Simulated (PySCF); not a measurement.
Atoms are numbered as in `[CH2:1]=[C:2]=[CH:3][CH2:4][O:5][CH:6]([F:7])[F:8]` (H(Xn): hydrogen on atom n).

GIAO PBE0/pcSseg-1 shifts (PySCF, gas phase, non-relativistic, equivalent atoms averaged), each against references optimised in the same way as the molecule (TMS, H2O, CFCl3).

On the GFN2-xTB geometry: C2 224.2, C6 123.5, C3 89.5, C1 79.5, C4 70.3, O5 114.3, F7/F8 -106.8, H(C6) 6.49, H(C3) 5.49, H(C1) 5.12, H(C4) 4.56 ppm.

**Question.** What changes on the PBE0-D3(BJ)/def2-SVP geometry?

**Answer.** 
```tsv
atoms	δ (ppm)	change
C2	224.5	+0.3
C6	119.7	-3.8
C3	90.7	+1.2
C1	80.6	+1.1
C4	65.8	-4.5
O5	112.7	-1.6
F7/F8	-105.3	+1.5
H(C6)	6.02	-0.47
H(C3)	5.37	-0.12
H(C1)	5.10	-0.02
H(C4)	4.32	-0.24
```

Unscaled 19F shifts against computed CFCl3 carry errors that often reach 10 to 50 ppm.

Bonds between heavy atoms that differ most (equivalent bonds averaged): C4–O5 1.436 → 1.418 Å, C1–C2 1.292 → 1.307 Å, C2–C3 1.299 → 1.311 Å, C6–F7 1.353 → 1.343 Å, O5–C6 1.344 → 1.353 Å. Mean change of bonds to hydrogen: C–H +0.010 Å. The two structures also differ in conformation, which adds to the changes.
